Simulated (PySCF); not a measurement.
**How methods differ on the excitation energy of Al**

Al [Ne] 3s2 3p1 (2P) → Al [Ne] 3s2 3d1 (2D), as a difference of total energies. Calculation: PySCF 2.14, in aug-cc-pVDZ-DK; scalar relativity by spin-free X2C-1e. Correlated levels: valence: [Ne] frozen. The calculations carry no spin-orbit coupling.

```tsv
method	excitation energy (eV)
UHF	4.958
MP2 (valence)	4.960
SCS-MP2 (valence)	4.938
CCSD (valence)	4.508
CCSD(T) (valence)	4.338
CCSDT (valence)	4.288
FCI (valence)	4.288
```

Q: How much does correlation contribute at CCSD(T) (valence)?

A: 4.338 − (4.958) = -0.620 eV, measured against UHF.

Errors of the correlated levels include the incompleteness of this basis and the frozen core.

The promoted electron is Rydberg-like, and one or two diffuse shells describe it only roughly, which tends to raise the upper state.

The coupled-cluster amplitudes are large for the upper state (T1 above 0.03 or a double amplitude above 0.15), so a single reference is strained.

For comparison: 4.012 eV (measured; NIST levels, between the centres of gravity of the two terms).
